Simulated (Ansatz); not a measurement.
A made-up structure of InH$_{3}$ClO (charge +1), closed shell:

```xyz
6
angstrom
O 0.6719 -0.7298 -0.6998
In -0.3820 0.6838 0.6810
Cl -0.7416 -1.2785 -1.4233
H -2.1046 0.8429 0.6719
H 0.2672 1.7539 1.8753
H 1.6130 -0.6231 -0.4906
```

It is relaxed with PBE-D4/def2-SVP and then PBE0-D4/def2-TZVP (Ansatz 0.2.0). Atoms count as bonded within 1.22 times the sum of their covalent radii (H–H: 0.88 Å). The end point is not checked to be a true minimum.

(1) Does its bonding change? (Judge from chemistry; the calculation decides.)

## Answers

(1) By the calculation: Yes. Formed: none; broken: In2–Cl3.

Where it ends: The first stage lowers the energy by 2.45 eV in 8 steps. It ends as InH₃ClO ([Cl][OH][InH2]), total charge +1:
O1  (0.431, -0.469, -0.450)
In2  (-0.653, 1.000, 0.987)
Cl3  (-0.372, -1.449, -1.565)
H4  (-2.204, 0.664, 0.474)
H5  (0.744, 1.556, 1.716)
H6  (1.378, -0.653, -0.547)
(Å)

Labels in which every atom is bracketed show which atoms are joined, not bond orders.

For scale, one of the runs: PBE0-D4/def2-TZVP relaxation, 136 basis functions, launched by `ansatz run in.yaml --threads 2 --pin off --events-out ev --progress --plain --max-ram 4352MiB`. The run took about 16 s on 2 CPU threads of an Arm Neoverse V2 (shared host).
